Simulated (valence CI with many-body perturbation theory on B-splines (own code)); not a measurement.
## Forbidden lines of Co4+

Computed by relativistic CI+MBPT: five valence electrons over a frozen Dirac-Fock core [Ar], radial functions for each j: 7 s, 7 p, 8 d, 6 f, 4 g, 1 h, with the one-electron correlation potential Σ1, the two-electron term Σ2, the three-electron term Σ3, Breit, model QED; selected CI, second order for the rest, scaled by the run's own slope (own B-spline code, finite nucleus).

Set against measurement, 24 paired levels are off by 2284 cm⁻¹ on average, the worst by 7465. These come from a selection out of Sugar and Corliss, J. Phys. Chem. Ref. Data 10, 1097 (1981). Levels without a partner in it may be off by more, other configurations by 1,000 to 8,000 cm⁻¹. Among the levels kept, up to 1500 cm⁻¹ of a level comes from second order outside the variational space, and about a tenth of that is noise between levels of different J, which matters for small intervals. Only levels of the ground parity were solved; by the run's estimate the other parity begins above the list, which can be wrong where configurations are misplaced. 1 measured level below the end of the list, from 60532 cm⁻¹ on, found no clear computed partner, and computed levels of the same name lie up to 9159 cm⁻¹ from them.

Lines 1 to 50 of 103 in falling wavelength, among levels below 219610 cm⁻¹, chosen from the decays that carry over 1 % of a level's rate. Wavelengths and rates use the calculated energies, so an error of 2000 cm⁻¹ moves a line at 46990 Å by 94 % and its rate by three times that or more. Electric multipoles are in the length gauge, E1 and E2 with the static RPA response of the core. S is in atomic units (e²a₀⁴ for E2 and M2, e²a₀⁶ for E3), for M1 in squared Bohr magnetons. Weak lines are less certain than strong ones. Lines between different terms over intervals too small for the method are left out, as are lines whose strength nearly cancels and 16 of this kind that miss the measured wavelength by over 7 %. Where a level lies close to another of its J and parity, the split of strength between their lines is uncertain.

Names give the largest LS component (configuration and term), which can be under half, so a name can repeat, a term be missing and a line seem to break the LS rules; names also repeat where a configuration has a term twice. Letters in brackets count levels of one name in rising energy.

```
λ vac (Å)  λ from measured levels           Upper           Lower  Type   A (s⁻¹)  S (a.u.)
5.316e+06                              3d5 4G_7/2      3d5 4G_9/2    M1  3.85e-07  1.71e+01
4.854e+06                              3d5 4G_7/2      3d5 4G_5/2    M1  3.79e-07  1.29e+01
1.608e+06                              3d5 4G_9/2     3d5 4G_11/2    M1  8.52e-06  1.31e+01
    46990                   49550  3d5 2G_9/2 [a]      3d5 2H_9/2    M1  4.17e-02  1.61e+00
    41020                          3d5 4F_5/2 [a]  3d5 2D_3/2 [a]    M1  7.24e-02  1.11e+00
    33310                              3d5 4F_3/2  3d5 2D_3/2 [a]    M1  2.90e-02  1.59e-01
    31260                          3d5 4F_5/2 [a]  3d5 2D_5/2 [a]    M1  8.98e-02  6.10e-01
    28790                              3d5 4D_3/2      3d5 4P_1/2    M1  3.09e-03  1.09e-02
    27630                              3d5 4D_3/2      3d5 4P_3/2    M1  8.13e-02  2.54e-01
    27620                              3d5 4D_5/2      3d5 4P_3/2    M1  7.54e-03  3.53e-02
    26590                              3d5 4D_3/2      3d5 4P_5/2    M1  3.85e-02  1.07e-01
    26580                              3d5 4D_5/2      3d5 4P_5/2    M1  4.70e-02  1.96e-01
    25630                          3d5 4F_5/2 [b]  3d5 2D_5/2 [a]    M1  1.84e-01  6.90e-01
    22820                          3d5 2G_7/2 [a]  3d5 4F_5/2 [b]    M1  5.34e-03  1.88e-02
    19660                          3d5 2G_7/2 [a]  3d5 4F_5/2 [a]    M1  4.25e-02  9.59e-02
    12500                              3d5 4D_7/2      3d5 4G_7/2    M1  3.24e-03  1.88e-03
    12470                              3d5 4D_7/2      3d5 4G_9/2    M1  2.69e-03  1.55e-03
    10970                              3d5 2F_5/2      3d5 4F_3/2    M1  1.96e-01  5.75e-02
    10690                              3d5 2F_5/2      3d5 4F_7/2    M1  7.52e-02  2.04e-02
    10330                              3d5 2F_5/2  3d5 4F_5/2 [a]    M1  2.15e-02  5.28e-03
     9357                              3d5 2F_5/2  3d5 2F_7/2 [a]    M1  7.45e-02  1.36e-02
     8955                              3d5 2H_9/2     3d5 2I_11/2    M1  1.72e-01  4.57e-02
     8610                             3d5 2H_11/2     3d5 2I_13/2    M1  2.32e-01  6.58e-02
     8590                             3d5 2H_11/2     3d5 2I_11/2    M1  4.35e-01  1.23e-01
     8252                              3d5 2F_5/2  3d5 2D_3/2 [a]    M1  4.50e-02  5.62e-03
     7522                          3d5 2G_9/2 [a]     3d5 2I_11/2    M1  6.16e-02  9.72e-03
     6927                          3d5 2F_7/2 [a]      3d5 4D_5/2    M1  8.08e-02  7.96e-03
     6790                    6782  3d5 2F_7/2 [a]      3d5 4D_7/2    M1  1.72e-01  1.60e-02
     6303                    6176  3d5 2D_5/2 [a]      3d5 4P_3/2    M1  2.13e-01  1.19e-02
     6288                    6203      3d5 4F_9/2      3d5 4D_7/2    M1  2.87e-01  2.64e-02
     6288                    6203      3d5 4F_9/2      3d5 4D_7/2    E2  2.79e-02  2.45e+00
     6248                    6124  3d5 2D_5/2 [a]      3d5 4P_5/2    M1  1.13e+00  6.13e-02
     6247                              3d5 4F_3/2      3d5 4D_5/2    M1  8.58e-02  3.10e-03
     6247                              3d5 4F_3/2      3d5 4D_3/2    M1  3.51e-01  1.27e-02
     6247                              3d5 4F_3/2      3d5 4D_3/2    E2  1.87e-02  6.37e-01
     6246                             3d5 2I_11/2      3d5 4G_9/2    M1  4.59e-03  4.98e-04
     6228                    6148      3d5 4F_7/2      3d5 4D_7/2    M1  2.60e-01  1.86e-02
     6228                    6148      3d5 4F_7/2      3d5 4D_7/2    E2  1.30e-02  8.69e-01
     6222                             3d5 2I_11/2     3d5 4G_11/2    M1  1.51e-02  1.62e-03
     6211                             3d5 2I_13/2     3d5 4G_11/2    M1  6.15e-04  7.65e-05
     6211                             3d5 2I_13/2     3d5 4G_11/2    E2  1.00e-05  1.16e-03
     6209                              3d5 4F_3/2      3d5 4D_1/2    M1  2.10e-01  7.45e-03
     6193                          3d5 4F_5/2 [b]      3d5 4D_5/2    M1  4.51e-01  2.39e-02
     6193                          3d5 4F_5/2 [b]      3d5 4D_3/2    M1  9.00e-02  4.76e-03
     6083                          3d5 4F_5/2 [b]      3d5 4D_7/2    M1  5.96e-02  2.98e-03
     6068                    5953  3d5 2D_3/2 [a]      3d5 4P_1/2    M1  1.40e-01  4.64e-03
     6015                    5906  3d5 2D_3/2 [a]      3d5 4P_3/2    M1  5.45e-01  1.76e-02
     5964                    5858  3d5 2D_3/2 [a]      3d5 4P_5/2    M1  1.49e-01  4.69e-03
     5246                          3d5 4F_5/2 [a]      3d5 4P_3/2    M1  1.74e-02  5.58e-04
     5207                          3d5 4F_5/2 [a]      3d5 4P_5/2    M1  1.43e-01  4.49e-03
```
